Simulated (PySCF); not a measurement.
# Gas-phase XPS of `F[SiH]([SiH3])[SiH3]`, computed

Species: FH7Si3.
Numbering: `[F:1][SiH:2]([SiH3:3])[SiH3:4]`

Cartesian coordinates in Å at the PBE0-D3(BJ)/def2-SVP level; atoms count from 1:
```xyz
11
FH7Si3 angstrom
F     -0.1666   -2.1927   -0.7659
Si     0.1244   -0.5799   -0.7593
Si    -1.8701    0.5529   -0.2674
Si     1.7833   -0.0978    0.8293
H      0.6033   -0.1969   -2.1243
H     -2.9261    0.2682   -1.2855
H     -1.5781    2.0208   -0.2576
H     -2.3652    0.1487    1.0837
H      3.0678   -0.7913    0.5097
H      2.0081    1.3819    0.8217
H      1.3245   -0.5110    2.1904
```

Computed with delta-SCF UKS SCAN, pcX-2 on the ionised atom, pcseg-1 elsewhere, spin-free X2C in PySCF. Vertical ΔSCF values, vacuum level as zero.

Task: List the computed XPS lines with their assignment.

Result: 
```tsv
atom(s)	bonded to	level	binding energy (eV)	2p1/2 (eV)	above the level's lowest (eV)	count
Si2	F, H and 2 Si	Si 1s	1847.26	–	+0.85	1
Si3/Si4	3 H and Si	Si 1s	1846.41	–	0.00	2
F1	Si	F 1s	691.93	–	0.00	1
Si2	F, H and 2 Si	Si 2p3/2	107.45	108.08	+0.70	1
Si3/Si4	3 H and Si	Si 2p3/2	106.75	107.37	0.00	2
```

Lowest listed Si 1s: Si3/Si4, bonded to 3 H and Si. Highest, 0.85 eV above it: Si2, bonded to F, H and 2 Si. Summing the Pauling electronegativity differences to the bonded atoms, each weighted by its formal bond order, gives +0.90 for the lowest site and +2.38 for the highest.

The listed Si 2p3/2 values span 0.70 eV, from Si3/Si4 (bonded to 3 H and Si) to Si2 (bonded to F, H and 2 Si). Summing the Pauling electronegativity differences to the bonded atoms, each weighted by its formal bond order, gives +0.90 for the lowest site and +2.38 for the highest.

Task: Which effective nuclear charge Zeff reproduces each element's mean 1s value in the hydrogen-like formula E = 13.606 eV × Zeff²?

Result: F (Z = 9): mean 691.9 eV, Zeff = 7.13, Z − Zeff = 1.87; Si (Z = 14): mean 1846.7 eV, Zeff = 11.65, Z − Zeff = 2.35. Means run over the listed sites, weighted by atom count.

Atoms equivalent by their bonding share one computed value, that of the first of them. Spin–orbit and ligand-field terms were added within each 2p shell after the spin-free SCF. 2p1/2 minus 2p3/2 (ligand field included): Si 0.62 eV. Isolated species at its PBE0-D3(BJ)/def2-SVP geometry, gas phase.
